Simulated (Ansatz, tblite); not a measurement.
Isomers of Sr₄S₅⁻ (doublet), found by a short tight-binding search and relaxed with r2SCAN-D4/def2-SVP in Ansatz.

In the def2 sets Sr takes a core potential; there is no spin–orbit coupling. The xTB rows come from tblite.

Other spin states weren't relaxed.

A:

```csv
atom,x (Å),y (Å),z (Å)
Sr1,-0.2885,1.8665,-1.9312
Sr2,-1.4713,-1.4703,-0.1816
Sr3,1.9454,-0.7671,-0.0095
Sr4,-0.4630,1.7834,1.8344
S5,-2.4151,1.3575,-0.1447
S6,1.6818,2.1997,0.0636
S7,0.6619,-3.3233,0.5112
S8,0.2804,-0.7708,-2.3804
S9,0.0685,-0.8757,2.2382
```

B:

```xyz
9

Sr   -2.296    1.391    0.058
Sr    0.528    0.639    2.964
Sr    1.632   -1.208   -0.474
Sr   -1.175   -0.456   -3.659
S    -3.098    1.115   -2.572
S    -1.791    2.010    2.702
S     1.990   -1.774    2.363
S     3.062    0.031    1.736
S     1.149   -1.749   -3.118
```

Problem. Estimate their order by electronic energy at PBE0-D4/def2-TZVPD, counted from the lowest.

Solution. A (0.0) < B (61.3), in kcal/mol.

Problem. Do the other levels pick the same lowest one?

Solution. All that were run do. Energies above each level's lowest (kcal/mol):

```
               level    A     B
            GFN1-xTB  0.0  59.6
   PBE-D4/def2-TZVPD  0.0  61.1
r2SCAN-D4/def2-TZVPD  0.0  64.8
  PBE0-D4/def2-TZVPD  0.0  61.3
```
Point groups (tolerance 0.1 Å): A Cs, B not assigned. Lower isomers may exist.
